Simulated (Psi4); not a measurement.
C₇H₈, triplet, geometry from GFN2-xTB (a higher spin typed on purpose: for a closed-shell molecule this is an excited state); Psi4 with TPSSH/3-21G.

Input for Psi4:
```
memory 2 GB

molecule mol {
0 3
  C    -2.413297   -0.079882    0.187036
  C    -0.937695   -0.089738   -0.011156
  C    -0.168304   -1.210446    0.067495
  C     1.242284   -1.127781    0.061872
  C     1.886705    0.141110    0.071790
  C     1.158831    1.279019   -0.021237
  C    -0.247979    1.155950   -0.384862
  H    -2.680787    0.602032    0.995406
  H    -2.784525   -1.074056    0.423258
  H    -2.911963    0.278713   -0.715536
  H    -0.632728   -2.168239    0.264307
  H     1.823433   -2.013461    0.263555
  H     2.952021    0.182461    0.252849
  H     1.607229    2.256205    0.073009
  H    -0.495945    1.526949   -1.382478
}

set basis 3-21g
set reference uks

energy('tpssh')
print_variables()
```

Output, abridged:

```
   => Loading Basis Set <=

    Name: 3-21G
    Role: ORBITAL
    Keyword: BASIS

         ---------------------------------------------------------
                                   SCF
               by Justin Turney, Rob Parrish, Andy Simmonett
                          and Daniel G. A. Smith
                              UKS Reference
         ---------------------------------------------------------

  ==> Geometry <==

    Molecular point group: c1
    Full point group: C1

    Geometry (in Angstrom), charge = 0, multiplicity = 3:

       Center              X                  Y                   Z               Mass
    ------------   -----------------  -----------------  -----------------  -----------------
         C           -2.446957089353    -0.084294046390     0.188915259858    12.000000000000
         C           -0.971355089353    -0.094150046390    -0.009276740142    12.000000000000
         C           -0.201964089353    -1.214858046390     0.069374259858    12.000000000000
         C            1.208623910647    -1.132193046390     0.063751259858    12.000000000000
         C            1.853044910647     0.136697953610     0.073669259858    12.000000000000
         C            1.125170910647     1.274606953610    -0.019357740142    12.000000000000
         C           -0.281639089353     1.151537953610    -0.382982740142    12.000000000000
         H           -2.714447089353     0.597619953610     0.997285259858     1.007825032230
         H           -2.818185089353    -1.078468046390     0.425137259858     1.007825032230
         H           -2.945623089353     0.274300953610    -0.713656740142     1.007825032230
         H           -0.666388089353    -2.172651046390     0.266186259858     1.007825032230
         H            1.789772910647    -2.017873046390     0.265434259858     1.007825032230
         H            2.918360910647     0.178048953610     0.254728259858     1.007825032230
         H            1.573568910647     2.251792953610     0.074888259858     1.007825032230
         H           -0.529605089353     1.522536953610    -1.380598740142     1.007825032230

  Running in c1 symmetry.

  Rotational constants: A =      0.18239  B =      0.08296  C =      0.05894 [cm^-1]
  Rotational constants: A =   5467.96553  B =   2486.95146  C =   1767.09636 [MHz]
  Nuclear repulsion =  268.074417546425195

  Charge       = 0
  Multiplicity = 3
  Electrons    = 50
  Nalpha       = 26
  Nbeta        = 24

  ==> Algorithm <==

  SCF Algorithm Type is DF.
  DIIS enabled.
  MOM disabled.
  Fractional occupation disabled.
  Guess Type is SAD.
  Energy threshold   = 1.00e-06
  Density threshold  = 1.00e-06
  Integral threshold = 1.00e-12

  ==> Primary Basis <==

  Basis Set: 3-21G
    Blend: 3-21G
    Number of shells: 51
    Number of basis functions: 79
    Number of Cartesian functions: 79
    Spherical Harmonics?: false
    Max angular momentum: 1

  ==> DFT Potential <==

   => LibXC <=

    Version 7.1.2
    S. Lehtola, C. Steigemann, M. J. T. Oliveira, and M. A. L. Marques,  SoftwareX 7, 1–5 (2018) (10.1016/j.softx.2017.11.002)

   => Composite Functional: TPSSH <=

    TPSSh Hyb-GGA Exchange-Correlation Functional

    V. N. Staroverov, G. E. Scuseria, J. Tao, and J. P. Perdew,  J. Chem. Phys. 119, 12129 (2003) (10.1063/1.1626543)

    Deriv               =              1
    GGA                 =           TRUE
    Meta                =           TRUE

    Exchange Hybrid     =           TRUE
    MP2 Hybrid          =          FALSE

   => Exchange Functionals <=

    0.9000   Tao, Perdew, Staroverov & Scuseria

   => Exact (HF) Exchange <=

    0.1000               HF

   => Correlation Functionals <=

    1.0000   Tao, Perdew, Staroverov & Scuseria

   => LibXC Density Thresholds  <==

    XC_HYB_MGGA_XC_TPSSH:  1.00E-15

   => Molecular Quadrature <=

    Radial Scheme          =       TREUTLER
    Pruning Scheme         =           NONE
    Nuclear Scheme         =       TREUTLER

[...]

   -------------------------
    Irrep   Nso     Nmo
   -------------------------
     A         79      79
   -------------------------
    Total      79      79
   -------------------------

  ==> Iterations <==

                           Total Energy        Delta E     RMS |[F,P]|

   @DF-UKS iter SAD:  -269.50040412540886   -2.69500e+02   0.00000e+00
   @DF-UKS iter   1:  -269.66570937079774   -1.65305e-01   9.26663e-03 DIIS/ADIIS
   @DF-UKS iter   2:  -269.67341068470625   -7.70131e-03   8.89116e-03 DIIS/ADIIS
   @DF-UKS iter   3:  -269.95351788656336   -2.80107e-01   1.01974e-03 DIIS/ADIIS
   @DF-UKS iter   4:  -269.95437472890092   -8.56842e-04   9.47191e-04 DIIS/ADIIS
   @DF-UKS iter   5:  -269.95784753983355   -3.47281e-03   1.21350e-04 DIIS/ADIIS
   @DF-UKS iter   6:  -269.95793240700505   -8.48672e-05   7.68173e-05 DIIS
   @DF-UKS iter   7:  -269.95797296104956   -4.05540e-05   3.15365e-05 DIIS
   @DF-UKS iter   8:  -269.95798370409068   -1.07430e-05   2.57287e-05 DIIS
   @DF-UKS iter   9:  -269.95798804967524   -4.34558e-06   7.02578e-06 DIIS
   @DF-UKS iter  10:  -269.95798839997360   -3.50298e-07   4.41897e-06 DIIS
   @DF-UKS iter  11:  -269.95798856209871   -1.62125e-07   9.73472e-07 DIIS
  Energy and wave function converged.

  ==> Post-Iterations <==

   Electrons on quadrature grid:
      Nalpha   =   26.0000195516 ; deviation = 1.955e-05
      Nbeta    =   24.0000129619 ; deviation = 1.296e-05
      Ntotal   =   50.0000325136 ; deviation = 3.251e-05

   @Spin Contamination Metric:   2.581688994E-02
   @S^2 Expected:                2.000000000E+00
   @S^2 Observed:                2.025816890E+00
   @S   Expected:                1.000000000E+00
   @S   Observed:                1.000000000E+00

    Orbital Energies [Eh]
    ---------------------

    Alpha Occupied:

[...]
    Alpha Virtual:

[...]
    Beta Occupied:

[...]
    Beta Virtual:

[...]
      79A      2.169263

    Final Occupation by Irrep:
              A
    DOCC [    24 ]
    SOCC [     2 ]
    NA   [    26 ]
    NB   [    24 ]

  @DF-UKS Final Energy:  -269.95798856209871

   => Energetics <=

    Nuclear Repulsion Energy =            268.0744175464251953
    One-Electron Energy =                -892.7867251071104420
    Two-Electron Energy =                 391.7259137462600620
    DFT Exchange-Correlation Energy =     -36.9715947476734428
    Empirical Dispersion Energy =           0.0000000000000000
    VV10 Nonlocal Energy =                  0.0000000000000000
    Total Energy =                       -269.9579885620987056

  UHF NO Occupations:
  HONO-2 :   24  A 1.9922632
  HONO-1 :   25  A 1.0000000
  HONO-0 :   26  A 1.0000000
  LUNO+0 :   27  A 0.0077368
  LUNO+1 :   28  A 0.0035254
  LUNO+2 :   29  A 0.0005919
  LUNO+3 :   30  A 0.0004031

Computation Completed

Properties will be evaluated at   0.000000,   0.000000,   0.000000 [a0]

Properties computed using the SCF density matrix

 Multipole Moments:

 ------------------------------------------------------------------------------------
     Multipole            Electronic (a.u.)      Nuclear  (a.u.)        Total (a.u.)
 ------------------------------------------------------------------------------------

 L = 1.  Multiply by 2.5417464519 to convert [e a0] to [Debye]
 Dipole X            :          3.0821132           -3.1804081           -0.0982948
 Dipole Y            :          0.3466702           -0.4168855           -0.0702154
 Dipole Z            :         -0.1916180            0.1775605           -0.0140574
 Magnitude           :                                                    0.1216128

 ------------------------------------------------------------------------------------

  Variable Map:
  ----------------------------------------------------------------------------
[...]
  Array Variable Map:
  ----------------------------------------------------------------------------
[...]
[...]
```
